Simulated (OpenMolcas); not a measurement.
# Lines of Al+: computed and rescaled rates

```
Program             : OpenMolcas
Method              : MS-CASPT2, IPEA 0.25 Eh, imaginary shift 0.1 Eh (closed shells correlated: 2s 2p)
Basis               : ANO-RCC-VQZP [6s5p3d2f1g]
Scalar Hamiltonian  : DKH2, point nucleus
Active space        : 2 electrons in 4 orbitals (3s 3p)
State averaging     : 2S+1 = 3 even, 3 roots; 2S+1 = 1 even, 7 roots; 2S+1 = 3 odd, 3 roots; 2S+1 = 1 odd, 3 roots
Spin-orbit coupling : state interaction with AMFI integrals over the reference wave functions, term energies averaged over their components
```

Rates come from the transition moments of the reference wave functions (E1 and E2 in the length form). At fixed line strength A goes as λ^-3 for E1 and M1 and as λ^-5 for E2, so a rate at the computed wavelength can be rescaled to the measured one. Measured vacuum wavelengths follow from level energies in NIST Handbook of Basic Atomic Spectroscopic Data. Branching counts decays inside the model space alone, at computed energies, and the table is only a selection of the E1 lines, drawn from those between levels with measured partners whose computed energy lies within a factor of 1.5 of the measured one.

```
  Upper       Lower  Type  λ computed (nm)  λ measured (nm)  A computed (s-1)  A rescaled (s-1)  Branching %
3p² ¹S₀  3s 3p ¹P°₁    E1            198.6            193.1          1.78e+09          1.94e+09        100.0
3p² ³P₀  3s 3p ³P°₁    E1            175.4            176.6          1.57e+09          1.54e+09        100.0
3p² ³P₁  3s 3p ³P°₂    E1            175.6            176.8          6.52e+08          6.39e+08         41.5
3p² ³P₁  3s 3p ³P°₀    E1            175.1            176.2          5.25e+08          5.15e+08         33.5
3p² ³P₁  3s 3p ³P°₁    E1            175.2            176.4          3.93e+08          3.85e+08         25.0
```

The largest correction is for 3p² ¹S₀ → 3s 3p ¹P°₁ (E1): 1.78e+09 × (198.6 / 193.1)^3 = 1.94e+09 s-1, a factor of 1.09.

The computed rate and branching of 3p² ³P₀ → 3s 3p ³P°₁ give the upper level a radiative lifetime of 1.000 / 1.57e+09 s-1 = 6.37e-10 s, counting decays inside the model space alone. The rescaled rate gives about 6.5e-10 s.

No measured rate stands beside these. Rescaling mends the energy factor alone: line strengths can still be far off where a level mixes with configurations outside the active space, and weak or spin-changing lines hang on small mixing coefficients that depend on the term gaps too, so rescaling need not improve them.

Over all roots computed the reference weight is 0.91 to 0.98; the roots of lowest weight are the least certain, and an intruder state may touch them. The ¹D term of p² mixes with s d, which this space lacks. Computed and measured levels are paired by configuration, term and J; levels that our copy of the source lacks, or whose pairing is in doubt (as where it misses far off the trend of its configuration), stay unpaired. Levels of configurations outside the active space are missing.

° marks odd parity.
